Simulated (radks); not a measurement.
The numbers below are computed, except where a source is named.
The sulfur ion S2+, 14 electrons, occupied as [Ne] 3s2 3p2.

Code: a radial shooting solver on a logarithmic mesh with Libxc functionals. Model: non-relativistic Kohn-Sham, PBE, spin-polarised, spherical densities, point nucleus; open shells are filled with parallel spins first.

Energy parts (Ry):
part                       energy
total                  -793.42058
kinetic                 792.50038
electron-nucleus      -1863.04176
Hartree                 326.59629
exchange-correlation    -49.47549

Orbitals (lengths in bohr, moments of r in powers of bohr; <r^-3> diverges for s and p1/2; r(max) is where P^2 peaks):
1s up: occ. 1; eigenvalue (Ry) -178.1586; r(max) 0.06372; <r^2> 0.01273
1s down: occ. 1; eigenvalue (Ry) -178.1336; r(max) 0.06371; <r^2> 0.01272
2s up: occ. 1; eigenvalue (Ry) -17.35435; r(max) 0.3898; <r^2> 0.2748
2s down: occ. 1; eigenvalue (Ry) -17.32918; r(max) 0.3900; <r^2> 0.2745
2p up: occ. 3; eigenvalue (Ry) -13.40036; r(max) 0.3260; <r^-3> 80.62; <r^2> 0.2446
2p down: occ. 3; eigenvalue (Ry) -13.36565; r(max) 0.3264; <r^-3> 80.54; <r^2> 0.2442
3s up: occ. 1; eigenvalue (Ry) -2.96456; r(max) 1.374; <r^2> 2.853
3s down: occ. 1; eigenvalue (Ry) -2.76261; r(max) 1.366; <r^2> 2.890
3p up: occ. 2; eigenvalue (Ry) -2.13250; r(max) 1.494; <r^-3> 7.444; <r^2> 3.576
3p down: occ. 0; eigenvalue (Ry) -1.93790; r(max) 1.493; <r^-3> 7.379; <r^2> 3.712

The highest occupied level is 3p up at -29.014 eV. Virial ratio -V/T = 2.00116. Spin moment in Bohr magnetons: 2. Summed over all electrons, <r^2> = 14.94 bohr^2, which gives a Langevin (diamagnetic) susceptibility term of -11.8 x 10^-6 cm^3/mol. The spin density at the nucleus is -0.2551 e/bohr^3 (1s -0.2217, 2s 0.0955, 3s -0.1289), a Fermi contact field of -13.4 T. For comparison, the ionisation energy in NIST's Atomic Spectra Database is 34.86 eV (semi-empirical). In exact Kohn-Sham theory the highest level is minus the ionisation energy, but local and semilocal functionals leave it too shallow, through self-interaction and a potential that decays too fast; potentials with the right tail come closer.
